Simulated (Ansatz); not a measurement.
This geometry of C$_{3}$H$_{9}$NSSi (15 atoms, charge 0, multiplicity 1) is a first-order saddle point.

All numbers below come from Ansatz, RKS PBE-D4/cc-pVDZ.

```xyz
15
Properties=species:S:1:pos:R:3
C -0.939 -0.169 1.494
C 0.250 -0.023 0.503
S 1.796 -0.188 1.575
C 0.205 -1.033 -0.702
Si -0.227 0.465 -1.809
N 0.254 1.217 -0.279
H -1.598 0.718 1.421
H -1.550 -1.063 1.262
H -0.606 -0.254 2.547
H 2.670 0.090 0.561
H -0.527 -1.852 -0.581
H 1.197 -1.468 -0.921
H 0.639 0.808 -3.000
H -1.677 0.592 -2.236
H 0.091 2.109 0.193
```

Which two structures does it join? (They come from a converged band through this point; their orientation in space is the band's.)

No bond is made or broken. The dihedral H9–C1–C2–S3 goes from -56 to 64°. The two ends are copies of one structure, up to a mirror image or an exchange of like atoms.

Initial state:

```xyz
15
Properties=species:S:1:pos:R:3
C -0.936 -0.042 1.471
C 0.243 0.110 0.501
S 1.751 0.395 1.598
C 0.379 -1.106 -0.484
Si -0.245 0.076 -1.853
N 0.074 1.170 -0.497
H -1.107 0.900 2.030
H -1.858 -0.282 0.903
H -0.754 -0.853 2.204
H 2.582 0.684 0.553
H -0.234 -1.982 -0.202
H 1.428 -1.427 -0.617
H 0.591 0.320 -3.089
H -1.684 -0.107 -2.294
H -0.250 2.093 -0.196
```

Final state:

```xyz
15
Properties=species:S:1:pos:R:3
C -0.915 -0.208 1.466
C 0.267 -0.049 0.501
S 1.808 -0.283 1.563
C 0.176 -1.017 -0.733
Si -0.248 0.530 -1.774
N 0.285 1.221 -0.231
H -1.869 -0.150 0.902
H -0.877 -1.183 1.993
H -0.909 0.599 2.227
H 2.670 0.090 0.571
H -0.577 -1.819 -0.619
H 1.151 -1.471 -0.986
H 0.597 0.900 -2.971
H -1.705 0.699 -2.161
H 0.125 2.092 0.281
```

How far does it lie above each of them?

0.174 eV above the first and 0.174 eV above the second. This is the barrier of this one path; another mechanism may lie lower.

Time of the run: 120 s on 2 threads of Arm Neoverse V1, with other jobs on the host, peak memory 0.21 GiB.
